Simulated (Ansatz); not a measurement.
How basis sets differ on BCl2F (dichlorofluoroborane)

BCl2F, singlet, SMILES `FB(Cl)Cl`. Each level relaxes the structure for itself.

Quantity: the highest harmonic wavenumber at each level's own minimum, in cm⁻¹. The values are calculated.

```tsv
level	kind	program	value (cm⁻¹)
HF/STO-3G	Hartree–Fock	Ansatz	1631
HF/3-21G	Hartree–Fock	Ansatz	1474
HF/def2-SVP	Hartree–Fock	Ansatz	1422
HF/6-31G* (Cartesian functions)	Hartree–Fock	Ansatz	1434
```

Harmonic and unscaled. The values span 1422 to 1631 cm⁻¹.
